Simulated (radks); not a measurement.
Q: Kr3+, configuration [Ar] 3d10 4s2 4p2 6p1 (not the ground configuration). All-electron calculation, scalar-relativistic Kohn-Sham, BLYP, spin-polarised, spherical densities, finite nucleus; open shells are filled with parallel spins first; Fermi nuclear charge, rms radius 4.1884 fm. Program: a radial shooting solver on a logarithmic mesh with Libxc functionals. Some entries of the table are withheld. Estimate them.

orbital  occ.  eigenvalue (eV)  <r> (bohr)
1s up       1        -14214.50     0.04149
1s down     1        -14214.28     0.04149
2s up       1        -1916.758      0.1835
2s down     1        -1916.633      0.1835
2p up       3        -1701.207      0.1601
2p down     3        -1700.998      0.1601
3s up       1        -314.9793      0.5300
3s down     1        -314.6912      0.5299
3p up       3        -246.3157      0.5400
3p down     3        -245.9912      0.5396
3d up       5              (1)         (2)
3d down     5              (3)         (4)
4s up       1         -68.8334       1.431
4s down     1         -66.3937       1.432
4p up       2         -52.3965       1.600
6p up       1              (5)       6.361

A: 
(1) 3d up eigenvalue (eV): -132.5568
(2) 3d up <r> (bohr): 0.5531
(3) 3d down eigenvalue (eV): -132.1649
(4) 3d down <r> (bohr): 0.5514
(5) 6p up eigenvalue (eV): -11.3352
